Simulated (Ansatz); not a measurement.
Reaction (formal exchange of groups at the Si–C bond): `O=C=C[SiH3]` + `[SiH3]O[CH](S)[InH2]` → `[SiH3]O[CH]([SiH3])[InH2]` + `O=C=CS`

Isolated molecules relaxed with PBE0-D4/def2-TZVP in Ansatz; ΔE leaves out vibrations. CBS: MP2 limit from def2 TZ/QZ plus the TZ coupled-cluster correction, frozen cores. DFT in def2-TZVPP. B3LYP here is the variant with VWN-RPA as its local correlation; programs differ in this. def2 core potentials past Kr. For In outer-core shells are correlated without core-valence functions, which leaves a few kJ/mol of doubt a bond. Each species was taken in one conformer, which may not be the lowest.

Task: Is it downhill or uphill in electronic energy at CCSD(T)/CBS, and by how much? (Estimate.)

Result: The calculation gave: Uphill: ΔE = +55.8 kJ/mol.

Task: What do these levels give: B3LYP-D4, B2PLYP, PBE0, MP2/def2-TZVPP, SCS-MP2/def2-QZVPP, MP2/CBS(def2)? (Estimate.)

Result: Ansatz gave: B3LYP-D4 58.9, B2PLYP 61.4, PBE0 59.9, MP2/def2-TZVPP 61.2, SCS-MP2/def2-QZVPP 58.0, MP2/CBS(def2) 60.0 kJ/mol.

Largest T1 diagnostic among the species: 0.016.
